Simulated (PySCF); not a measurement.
**Electron correlation in B (boron, neutral)**

[He] 2s2 2p1, 2P determinant. All numbers are calculated (PySCF 2.14, the spin-free X2C one-electron Hamiltonian (Gaussian nucleus), in Sapporo-DZP-2012 (4s3p1d, 18 functions)). Frozen: 1s2; 3 electrons correlated.

MP2 pair energies summed by pair of shells (mhartree):

```tsv
pair	energy	share (%)
2s-2s	-22.41	58.4
2s-2p	-15.99	41.6
```

Total MP2 correlation energy: -38.40 mhartree.

Same-spin part -2.80 and opposite-spin part -35.60 mhartree; SCS-MP2 scales them by 1/3 and 6/5 to -43.66 mhartree.

```tsv
level	correlation energy (mhartree)
CCSD	-61.18
(T)	-0.90
CCSD(T)	-62.08
```

Diagnostics: T1 = 0.013, D1 = 0.0250, largest double amplitude 0.130.

Cost of the coupled-cluster step: 0.11 s of wall time on 1 thread of Intel(R) Xeon(R) 6975P-C (shared host), for 3 correlated electrons.

Iterations:

```
CC2 = 0
CCSD nocc = (np.int64(2), np.int64(1)), nmo = (17, 17)
frozen orbitals [[0], [0]]
max_cycle = 100
direct = 0
conv_tol = 1e-08
conv_tol_normt = 1e-06
diis_space = 8
diis_start_cycle = 0
Init t2, MP2 energy = -0.038399115979728
Init E_corr(UCCSD) = -0.0383991159839724
cycle = 1  E_corr(UCCSD) = -0.0515508924124826  dE = -0.0131517764  norm(t1,t2) = 0.0633032
cycle = 2  E_corr(UCCSD) = -0.0566778241899209  dE = -0.00512693178  norm(t1,t2) = 0.0303994
cycle = 3  E_corr(UCCSD) = -0.0611955456346393  dE = -0.00451772144  norm(t1,t2) = 0.0159048
cycle = 4  E_corr(UCCSD) = -0.0611495877148966  dE = 4.59579197e-05  norm(t1,t2) = 0.00208545
cycle = 5  E_corr(UCCSD) = -0.0612016094972252  dE = -5.20217823e-05  norm(t1,t2) = 0.000317222
cycle = 6  E_corr(UCCSD) = -0.0611747664337213  dE = 2.68430635e-05  norm(t1,t2) = 7.6982e-05
cycle = 7  E_corr(UCCSD) = -0.0611847974923909  dE = -1.00310587e-05  norm(t1,t2) = 3.26998e-05
cycle = 8  E_corr(UCCSD) = -0.0611843264953141  dE = 4.70997077e-07  norm(t1,t2) = 4.23036e-06
cycle = 9  E_corr(UCCSD) = -0.0611841357414152  dE = 1.90753899e-07  norm(t1,t2) = 1.07239e-06
cycle = 10  E_corr(UCCSD) = -0.0611841494172786  dE = -1.36758634e-08  norm(t1,t2) = 1.58396e-07
cycle = 11  E_corr(UCCSD) = -0.0611841574426506  dE = -8.02537196e-09  norm(t1,t2) = 3.7405e-08
UCCSD converged
E(UCCSD) = -24.59602462927602  E_corr = -0.0611841574426506
UCCSD(T) correction = -0.000901974550255228
```
